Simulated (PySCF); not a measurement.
Computed IR spectrum (relative IR intensity) of a molecule C4H5NS2. The structure is a stationary point at PBE-D3(BJ)/def2-SVP. One conformer was computed; it need not be the lowest. The numbers are results of PBE-D3(BJ)/def2-SVP run with PySCF 2.14.0, not measurements. Frequencies are harmonic and unscaled.

```csv
ν (cm⁻¹),relative intensity
79,14
156,3.2
174,18
252,8.8
332,3.3
447,9.3
572,2.3
764,32
815,35
900,20
917,24
969,26
1007,7.1
1047,38
1209,7.2
1314,6.6
1347,29
1393,13
1401,11
1448,40
1510,100
2555,24
2978,25
3056,8.8
3097,3.8
```

Task: Which molecule gave these data?
A. Cc1ncc(S)s1
B. CSc1nccs1
C. Cc1ncsc1S
D. CSc1cncs1

Result: C, Cc1ncsc1S
